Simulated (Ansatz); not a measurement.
```yaml
crystal:
  periodic: [false, false, false]
  atoms:
    - {symbol: La, position_ang: [-0.025237, -0.130470, -0.009336]}
    - {symbol: Cl, position_ang: [2.193306, 1.132238, 0.475856]}
    - {symbol: Cl, position_ang: [-1.718343, -0.132536, 1.775111]}
    - {symbol: Cl, position_ang: [-0.623644, -0.885184, -2.359535]}
basis:
  gaussian: {orbitals: def2-SVP, fitting: {mean_field: def2-universal-jkfit}}
hamiltonian: {xc: {name: rPW86-PBE}}
output: {forces: true}
```

```sh
$ ansatz run in.yaml --threads 4 --pin off --events-out ev --progress --plain --max-ram 3916MiB
```

It prints (some lines left out):

```
Functional definition: rPW86-PBE
  name "rPW86-PBE"
  cite "Murray, Lee & Langreth, J. Chem. Theory Comput. 5, 2754 (2009) doi:10.1021/ct900365q"
  cite "Perdew, Burke & Ernzerhof, Phys. Rev. Lett. 77, 3865 (1996) doi:10.1103/PhysRevLett.77.3865"
  parent pbe
  exchange = rpw86_x
  correlation = pbe_c
611 factors; integrals over basis functions are off by at most 3.0e-2 eV
mean field evaluation 1: about -38454.0251 eV, gradient 2.6e1 eV
mean field evaluation 2: about -38451.7394 eV, gradient 3.9e1 eV
mean field evaluation 4: about -38455.8050 eV, gradient 1.1e0 eV
mean field evaluation 8: about -38455.8086 eV, gradient 1.9e-2 eV
mean field -38455.80861157 eV, -1413.2249001920 hartree, gradient 5.4e-5 eV, S^2 0.000000; 0 other end points of the search recorded, 0 dependent functions left out
the calculation of the forces begins
reference -38455.80876523 eV, -1413.2249058389 hartree; 31, 31 occupied and 55, 55 virtual orbitals, 611 factors
Total energy: -38455.80876523 eV, -1413.2249058389 hartree
Atom 0 at    -0.025237    -0.130470    -0.009336 Å, force     1.729146     0.131189    -0.699638 eV/Å
Atom 1 at     2.193306     1.132238     0.475856 Å, force     0.442438     0.261846     0.077227 eV/Å
Atom 2 at    -1.718343    -0.132536     1.775111 Å, force    -1.821301    -0.009759     1.837027 eV/Å
Atom 3 at    -0.623644    -0.885184    -2.359535 Å, force    -0.350283    -0.383277    -1.214616 eV/Å
Dipole moment:    -0.045827    -0.255273     0.088535 e Å
```

Hardware: 4 threads of Arm Neoverse V2 on a shared host. Wall time 2.4 s.

In the def2 sets La takes a core potential; there is no spin–orbit coupling.
